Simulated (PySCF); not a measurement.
Isomers of C6H9FOSi, one conformer each; single-point electronic energies without zero-point terms and without any empirical dispersion term.

All values: PBE0/pcSseg-1 (PySCF, non-relativistic), each on one gas-phase PBE0-D3(BJ)/def2-SVP geometry that isn't relaxed in the solvent. The solvent is an IEF-PCM continuum (cavity from Bondi-type radii × 1.2). Specific hydrogen bonds and non-electrostatic terms are outside this model.

```json
{"isomer": "`CCO[Si@H]1C=CC=C1F`", "relative energy, gas (kcal/mol)": "0.0", "dipole (D)": "0.48"}
{"isomer": "`CC#C[Si@@H]1OCC[C@H]1F`", "relative energy, gas (kcal/mol)": "4.5", "dipole (D)": "3.43"}
{"isomer": "`[Si@H]1(C#CC)[C@H](CCO1)F`", "relative energy, gas (kcal/mol)": "5.2", "dipole (D)": "1.00"}
```

Question: How do the relative energies look in acetone (ε = 20.49)?

Answer: 
```json
{"isomer": "`CCO[Si@H]1C=CC=C1F`", "relative energy, solvent (kcal/mol)": "0.0", "E(solvent) − E(gas) (kcal/mol)": "-3.7", "dipole in solvent (D)": "0.48"}
{"isomer": "`CC#C[Si@@H]1OCC[C@H]1F`", "relative energy, solvent (kcal/mol)": "2.1", "E(solvent) − E(gas) (kcal/mol)": "-6.1", "dipole in solvent (D)": "4.35"}
{"isomer": "`[Si@H]1(C#CC)[C@H](CCO1)F`", "relative energy, solvent (kcal/mol)": "2.3", "E(solvent) − E(gas) (kcal/mol)": "-6.6", "dipole in solvent (D)": "1.31"}
```

The order is unchanged. Conformers: `[CH3:1][CH2:2][O:3][Si@H:4]1[CH:5]=[CH:6][CH:7]=[C:8]1[F:9]` with C1–C2–O3–Si4 -175°, C2–O3–Si4–C5 -175°; `[CH3:1][C:2]#[C:3][Si@@H:4]1[O:5][CH2:6][CH2:7][C@H:8]1[F:9]` with C3–Si4–O5–C6 -114°, Si4–O5–C6–C7 21°, O5–C6–C7–C8 -41°, C6–C7–C8–F9 -75°; `[CH3:1][C:2]#[C:3][Si@@H:4]1[O:5][CH2:6][CH2:7][C@@H:8]1[F:9]` with C3–Si4–O5–C6 -116°, Si4–O5–C6–C7 -26°, O5–C6–C7–C8 43°, C6–C7–C8–F9 77°. `[Si@H]1(C#CC)[C@H](CCO1)F` gains most from the continuum, while `CC#C[Si@@H]1OCC[C@H]1F` has the largest gas-phase dipole. The gains span 2.9 kcal/mol, the gas-phase energies 5.2 kcal/mol.
